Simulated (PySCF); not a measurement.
**Question.** What does the PBE0-D3(BJ)/def2-SVP structure of `COC(=O)C1=CC=C(Br)C=C1` look like in three dimensions?

**Answer.** 
Z-matrix in Å and degrees, rows numbered from 1:
```
C 
O   1  1.4157
C   2  1.3375  1  115.84
O   3  1.2056  2  123.24  1    -0.11
C   3  1.4862  2  112.47  1   179.89
C   5  1.3985  3  117.92  2  -179.53
C   6  1.3892  5  120.54  3   179.76
C   7  1.3958  6  119.05  5    -0.03
Br  8  1.8838  7  119.37  6  -179.93
C   8  1.3953  7  121.18  6     0.05
C  10  1.3908  8  119.26  7    -0.06
H   1  1.1001  2  110.86  3    59.95
H   1  1.1001  2  110.90  3   -60.26
H   1  1.0961  2  106.37  3   179.82
H   6  1.0920  5  118.44  3    -0.23
H   7  1.0910  6  120.83  5   179.96
H  10  1.0910  8  120.02  7  -179.98
H  11  1.0908  5  119.48  3     0.31
```

The 11 heavy atoms lie in one plane (0.005 Å rms). The 3 C–O bonds span 1.206 Å (C3=O4, drawn double) to 1.416 Å (C1–O2, drawn single), a spread of 0.210 Å. Of the pairs four or more bonds apart, O2···H18 is among the closest relative to their van der Waals radii: 2.41 Å, 89 % of the sum of Bondi's values. The C–C distances run from 1.389 Å (C6–C7, aromatic) to 1.486 Å (C3–C5, drawn single), a spread of 0.097 Å.

Method used: PySCF, PBE0-D3(BJ)/def2-SVP geometry optimisation, gas phase.

Point group: Cs (tolerance 0.08 Å). Stationary, but not proved a minimum. One conformer, not necessarily the lowest (C1–O2–C3–O4 0°, O2–C3–C5–C6 180°).

Cost: about 12 min of CPU time on one thread; the machine was shared, so the figure is rough. This is the geometry optimisation.
